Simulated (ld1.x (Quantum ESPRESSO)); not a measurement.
What one change does to a pseudopotential (gold (Au), TM)

- Element: Au (Z = 79)
- Generator: ld1.x (Quantum ESPRESSO) 7.5
- Type: norm-conserving Troullier–Martins (Kleinman–Bylander form)
- Functional: PBEsol
- Relativity: scalar-relativistic
- Frozen core: [Xe] 4f14
- Valence charge: 11
- Reference configuration: 5d10 6s1 6p0
- Partial waves: 6s (bound): rc 2.40 bohr; 6p (bound, empty): rc 2.95 bohr; 5d (bound): rc 1.45 bohr
- Local potential: all-electron potential smoothed inside 1.90 bohr (lloc = -1)
- Core correction: a·sin(br)/r model core inside 0.90 bohr

Change: wave 6s (bound): rc 2.40 bohr becomes 6s (bound): rc 1.54 bohr.

Cutoffs: the cutoffs (Ry, on a coarse ladder) from which the occupation-weighted sum of valence levels, in a spherical-Bessel basis at the reference potential, stays within 10 and 1 mRy of its value at 400 Ry; they do not see the model core or the augmentation charge, which bear on the density cutoff. Errors are all-electron minus pseudo energies relative to the spin-unpolarised reference configuration.

**Question.** Predict the effect on cutoff, ghosts and configuration errors.

**Answer.** The potential gets harder (45 Ry and 80 Ry → 70 Ry and 120 Ry); both files keep a bound ghost (s); of the 7 tests that both files solve, the error grows in 4 and shrinks in 2 by more than 15 % and 0.3 meV (median size 27.5 → 43.3 meV). A smaller radius makes the pseudo-wave follow the all-electron one further in, where it bends more sharply, so more plane waves are needed.

```tsv
quantity	base	changed
cutoff, loose	45 Ry	70 Ry
cutoff, tight	80 Ry	120 Ry
loose cutoff by channel (10 mRy a level)	s 12 Ry, d 35 Ry	s 70 Ry, d 35 Ry
bound ghosts	s	s
error for 5d10 6s0 6p0, meV [ΔE 9.44 eV]	-17	-13
error for 5d9 6s0 6p0, meV [ΔE 30.68 eV]	-33	-45
error for 5d8 6s0 6p0, meV [ΔE 64.58 eV]	-172	-212
error for 5d10 6s0.5 6p0, meV [ΔE 3.79 eV]	-4.4	-3.7
error for 5d10 6s0 6p1, meV [ΔE 5.34 eV]	-4.1	-5.8
error for 5d9 6s2 6p0, meV [ΔE 1.67 eV]	-49	-44
error for 5d9 6s1 6p0, meV [ΔE 12.15 eV]	-27	-43
s: phases at 3.20 bohr within 0.05 rad from the reference energy up to (Ry; the scan ends near 5)	2.2	1.8
p: phases at 3.20 bohr within 0.05 rad from the reference energy up to (Ry; the scan ends near 5)	0.4	0.4
d: phases at 3.20 bohr within 0.05 rad from the reference energy up to (Ry; the scan ends near 5)	to the end of the scan	to the end of the scan
```

Base: These tests converged, but a pseudo level misses the all-electron one widely, so the file describes the atom poorly there or has found another state: 5d8 6s0 6p0: empty 6p by 4.5 eV (a node warning on the way). Changed file: These tests converged, but a pseudo level misses the all-electron one widely, so the file describes the atom poorly there or has found another state: 5d8 6s0 6p0: empty 6p by 4.7 eV (a node warning on the way). A true bound ghost makes a file unfit for plane-wave use even where its test errors are small: the radial tests pick states by their node count and pass the ghost by.
